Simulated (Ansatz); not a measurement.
Problem. Predict a relaxed structure of (BeTe)2 ring (Be₂Te₂), charge 0, singlet, at PBE0-D4/def2-TZVP (Ansatz).

Solution. 
```xyz
4

Be   -0.3458    0.7818    0.5941
Te    1.2462    1.2665   -0.9411
Be    0.3458   -0.7818   -0.5941
Te   -1.2462   -1.2665    0.9411
```
Point group D2h (tolerance 0.1 Å). This is one stationary point.

In the def2 sets Te takes a core potential; there is no spin–orbit coupling.
